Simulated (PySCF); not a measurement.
**How methods differ on the ionisation energy of Ar²⁺**

Ar²⁺ [Ne] 3s2 3p4 (3P) → Ar³⁺ [Ne] 3s2 3p3 (4S), as a difference of total energies. All numbers are calculated (PySCF 2.14, the spin-free X2C one-electron Hamiltonian (Gaussian nucleus), in x2c-QZVPPall with one added diffuse shell each of s, p, d, f type (10s7p5d3f1g, 86 functions)). Correlated levels: valence: [Ne] frozen; valence and next inner shell: 1s2 frozen. The calculations carry no spin-orbit coupling.

```
                                method  ionisation energy (eV)  plus first-order spin-orbit estimate  difference from reference of that sum (eV)
                                   UHF                  39.386                                39.449                                      -1.286
                                   LDA                  40.840                                40.903                                      +0.168
                                   PBE                  40.711                                40.774                                      +0.039
                                  PBE0                  40.712                                40.775                                      +0.040
                                r2SCAN                  40.675                                40.738                                      +0.003
                                revPBE                  40.675                                40.738                                      +0.003
                                B2PLYP                  40.622                                40.685                                      -0.050
                                  MN15                  40.973                                41.036                                      +0.301
                               wB97X-V                  40.782                                40.845                                      +0.110
                         MP2 (valence)                  40.325                                40.388                                      -0.347
                     SCS-MP2 (valence)                  40.439                                40.502                                      -0.233
    MP2 (valence and next inner shell)                  40.348                                40.411                                      -0.324
SCS-MP2 (valence and next inner shell)                  40.453                                40.516                                      -0.219
```

Reference: 40.735 ± 0.012 eV (semi-empirical (NIST evaluation); NIST Atomic Spectra Database, ionization energies).

A first-order spin-orbit estimate (lowest level to lowest level, LS coupling) adds 0.063 eV.

Errors of the correlated levels include the incompleteness of this basis and the frozen core.
